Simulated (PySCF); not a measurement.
**TDDFT excited states: C2H8BrPSi2**

Compound: C₂H₈BrPSi₂.
SMILES: `Br[Si@@H]1CC[SiH2]P1`

Theory: PySCF, TDDFT wB97X-D/def2-SVPD, vertical, gas phase, core orbitals frozen in the response. One conformer (not necessarily the lowest) at the PBE0-D3(BJ)/def2-SVP geometry, without solvent, vibrations or thermal averaging. The wB97X-D/def2-SVPD calculation is non-relativistic and has no spin–orbit coupling, an omission that weighs most on bromine.

```csv
state,λ (nm),E (eV),f,"main configurations (H = HOMO, L = LUMO)"
S1,210.0,5.90,0.0044,"H→L (79%), H→L+1 (11%)"
S2,192.2,6.45,0.0053,"H→L+1 (55%), H-1→L (19%), H→L (11%)"
S3,188.6,6.58,0.0021,"H-1→L (34%), H→L+2 (29%), H→L+1 (10%)"
S4,185.1,6.70,0.023,"H-1→L+1 (64%), H→L+3 (9%)"
S5,181.6,6.83,0.017,"H-2→L+1 (51%), H-2→L (30%)"
S6,177.4,6.99,0.094,"H→L+2 (47%), H-1→L (18%), H→L+3 (13%)"
S7,174.7,7.09,0.122,H→L+3 (65%)
S8,171.7,7.22,0.0003,"H-2→L (50%), H-2→L+1 (30%)"
S9,166.5,7.45,0.0068,"H-1→L+2 (47%), H→L+4 (13%)"
S10,161.8,7.66,0.186,"H-1→L+3 (41%), H-4→L+1 (14%), H-1→L+4 (10%)"
```

Triplets (Tamm–Dancoff): T1 5.45 eV, H→L (66%), H→L+1 (14%); T2 5.90 eV, H→L+2 (59%), H-1→L (13%); T3 6.04 eV, H→L+1 (49%), H-1→L (16%), H→L (12%); T4 6.18 eV, H-1→L (48%), H→L+2 (15%), H→L+1 (12%).

The lowest singlet lies at 5.90 eV (210 nm, ultraviolet) and is very weak; its leading configuration is HOMO→LUMO (79%). The strongest level in the table is S10 at 7.66 eV (162 nm, f = 0.186). It is the last of those listed, so stronger ones may follow. Löwdin shares by element: HOMO phosphorus 60%, silicon 18%, carbon 6% or more (atoms not listed hold the other 16%); LUMO silicon 35%, phosphorus 20%, bromine 10% (atoms not listed hold the other 34%). Weighted by f, the mean energy of these states is 7.26 eV. The oscillator strengths of these states sum to 0.460; summed over the whole spectrum of an exact calculation they would give the number of electrons, 98 (Thomas–Reiche–Kuhn). Orbital energies (eV): HOMO-3 -10.87, HOMO-2 -10.04, HOMO-1 -9.76, HOMO -9.34, LUMO 1.13, LUMO+1 1.40, LUMO+2 1.82. All these states lie below the vertical ionisation energy of 9.40 eV (ΔSCF). Only the lowest 10 singlets were computed, as vertical energies without vibronic structure.
